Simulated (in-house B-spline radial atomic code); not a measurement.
**Ionising Ca VI (Ca5+) with different functionals**

Computed with an all-electron radial atomic-structure program (B-spline basis): four-component Dirac-Coulomb Hamiltonian, Fermi nucleus of rms radius 3.4776 fm, spin-restricted, spherical fractional occupations for the functionals. The ionisation energy is the difference of two self-consistent energies, [Ne] 3s2 3p3 → [Ne] 3s2 3p2, without Breit or QED terms; ε is the level of the shell that loses the electron (mean over j). The electron is taken from both j subshells in proportion to 2j + 1, so the result is a j average, not the step between ground levels.

Hybrids are left out here: with spherical fractional occupations of an open shell their exact exchange keeps a self-interaction that integer-occupation calculations don't have.

```json
{"method": "LDA VWN5", "rung": "LDA", "ΔSCF (eV)": "106.00", "-ε(3p) (eV)": "96.22"}
{"method": "relativistic LDA", "rung": "LDA", "ΔSCF (eV)": "105.98", "-ε(3p) (eV)": "96.20"}
{"method": "LDA PW92", "rung": "LDA", "ΔSCF (eV)": "105.99", "-ε(3p) (eV)": "96.21"}
{"method": "LDA exchange-only", "rung": "LDA", "ΔSCF (eV)": "104.21", "-ε(3p) (eV)": "94.44"}
{"method": "PBE", "rung": "GGA", "ΔSCF (eV)": "105.90", "-ε(3p) (eV)": "96.14"}
{"method": "PBEsol", "rung": "GGA", "ΔSCF (eV)": "105.82", "-ε(3p) (eV)": "96.06"}
{"method": "BLYP", "rung": "GGA", "ΔSCF (eV)": "105.80", "-ε(3p) (eV)": "96.02"}
{"method": "RPBE", "rung": "GGA", "ΔSCF (eV)": "105.87", "-ε(3p) (eV)": "96.12"}
{"method": "PW91", "rung": "GGA", "ΔSCF (eV)": "106.02", "-ε(3p) (eV)": "96.26"}
{"method": "BP86", "rung": "GGA", "ΔSCF (eV)": "106.01", "-ε(3p) (eV)": "96.24"}
{"method": "AM05", "rung": "GGA", "ΔSCF (eV)": "105.81", "-ε(3p) (eV)": "96.05"}
{"method": "OLYP", "rung": "GGA", "ΔSCF (eV)": "106.08", "-ε(3p) (eV)": "96.34"}
```

(1) How do they compare with the NIST value?

## Answers

(1) NIST lists 108.8 eV ± 0.25 (semi-empirical, ground level to ground level). Errors run from -4.57 to -2.70 eV. The correlated functionals all miss on the same side by more than they spread, so the cause is common to them (Breit-QED terms, spin polarisation, the choice among j levels, multiplet and fine-structure energies, or a listed next ion that isn't the cheapest removal here) and closeness doesn't rank the functionals.
